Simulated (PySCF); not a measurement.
# Electron correlation in Nd⁵⁸⁺ (neodymium, charge +58)

1s2, closed-shell 1S. Computed with PySCF 2.14 in an uncontracted even-tempered set (15 s from 140 bohr⁻², ratio 2.2; 7 p from 210 bohr⁻², ratio 2.4; 4 d from 640 bohr⁻², ratio 2.4; 3 f from 960 bohr⁻², ratio 2.4; 3 g from 1400 bohr⁻², ratio 2.4), with no relativity, point nucleus. Frozen: nothing; 2 electrons correlated; the 11 highest virtual orbitals of each spin left out.

With two correlated electrons CCSD is exact within the correlated space (frozen core and kept virtual orbitals).

```
level  correlation energy (mhartree)
 CCSD                         -45.80
```

Diagnostics: T1 = 6.0e-07, D1 = 0.0000, largest double amplitude 0.001.

Question: Is a single reference adequate?

Answer: Yes, within this model without spin-orbit coupling: T1 lies below 0.03 and no double amplitude reaches 0.07.

At this charge a non-relativistic calculation is a model, useful for the Z dependence of the correlation energy.
